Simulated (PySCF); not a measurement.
CH7FOSi2, SMILES C[SiH2]O[SiH2]F.

The structure is a stationary point at ωB97X-D3(BJ)/def2-SVP. This is a generated structure with no PubChem entry under its InChIKey; it may be hypothetical. One conformer was computed; it need not be the lowest.

Two levels are set side by side: PBE/def2-TZVP (PySCF) and CAM-B3LYP/def2-TZVP (PySCF). Same geometry, gas phase. Differences are taken from unrounded values.

| quantity | CAM-B3LYP |
|---|---|
| orbital gap (eV) | 11.33 |
| highest occupied level (eV) | -10.05 |
| lowest empty level (eV) | 1.29 |
| dipole moment (D) | 0.77 |
| mean polarisability (bohr³) | 62.4 |

**Question.** What does PBE give, and how far is it from CAM-B3LYP? (An estimate is asked for; the answer gives what the named calculation found.)

**Answer.** 
| quantity | PBE | PBE minus CAM-B3LYP |
|---|---|---|
| orbital gap (eV) | 6.63 | -4.70 |
| highest occupied level (eV) | -7.22 | 2.83 |
| lowest empty level (eV) | -0.59 | -1.87 |
| dipole moment (D) | 0.77 | -0.01 |
| mean polarisability (bohr³) | 65.8 | 3.4 |

Without exact exchange PBE keeps part of each electron's self-repulsion, which lifts occupied levels and narrows the gap. Loosely held outer electrons make PBE densities more polarisable. Differences between two approximate levels are no errors against the true value.

Rough cost on one machine, each run with all the roots and properties that it gave: CAM-B3LYP against PBE within a factor of 2.
